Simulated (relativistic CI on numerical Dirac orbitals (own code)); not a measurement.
# Ne3+: what numerical and physical settings do to a radial Dirac CI calculation

Reference input:

```
atom Ne  Z=10  charge=3  electrons=7
nucleus A=20  rms_radius_fm=3.0055
hamiltonian dirac-coulomb  breit=on  qed=on  c_scale=1
orbitals kli  potential=per-configuration
slater_scale 1
correlation none
mixing on
grid step=0.0125 r_max=19.8
scf mixing=0.4 start=green max_iterations=150 tolerance=2e-08 node_fill=0.05
configurations
  [He] 2s2 2p3
  [He] 2s 2p4
  [He] 2p5
end
```

Computed lowest total energy -124.22002 Ha, first excitation 44547.6 cm⁻¹, 30 SCF steps. Runs with settings changed; * marks those that are bad on purpose:

```csv
Changed,Outcome,Lowest level,ΔE (Ha),First excitation (cm⁻¹),SCF steps,Message
"grid step 0.006, SCF tolerance 1e-05, Breit term off",converged,2s2 2p3 4S°_3/2,-0.0158,44558.7,21,
Breit term off,converged,2s2 2p3 4S°_3/2,-0.0158,44558.7,30,
"iteration limit 20, Slater scale 0.5",converged,2s2 2p3 4S°_3/2,0.102,22258.7,30,
nuclear radius 2.705 fm,converged,2s2 2p3 4S°_3/2,5.66e-06,44547.6,30,
Slater scale 2 *,converged,2s2 2p3 4S°_3/2,-0.203,89134.8,30,
SCF tolerance 1e-14 *,converged,2s2 2p3 4S°_3/2,2.77e-12,44547.6,59,
```

With so few configurations and no correlation, terms lie too far apart (by 10 to 50 % near neutrality), their order can be wrong, and levels of other configurations are missing.
